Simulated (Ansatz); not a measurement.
B(Cl)(Me)(NCO) (C2H3BClNO), SMILES CB(Cl)N=C=O.

The structure is a stationary point at PBE0-D3(BJ)/def2-SVP. This is a generated structure with no PubChem entry under its InChIKey; it may be hypothetical. Other conformers were not sampled.

Two levels are set side by side: PBE/def2-SVPD (Ansatz, a program for electronic structure) and PBE0/def2-SVPD (Ansatz). Energy differences of separate SCF runs at the same geometry; the states with an electron removed or added have multiplicity 2 and 2. Differences are taken from unrounded values.

| quantity | PBE0 |
|---|---|
| vertical ionisation energy (eV) | 10.96 |
| vertical singlet–triplet gap (eV) | 5.25 |

**Question.** What does PBE give, and how far is it from PBE0? (Estimate from the structure and the level; the computed values follow.)

**Answer.** 
```
quantity                             PBE  PBE minus PBE0
---------------------------------  -----  --------------
vertical ionisation energy (eV)    10.53           -0.43
vertical singlet–triplet gap (eV)   4.90           -0.35
```
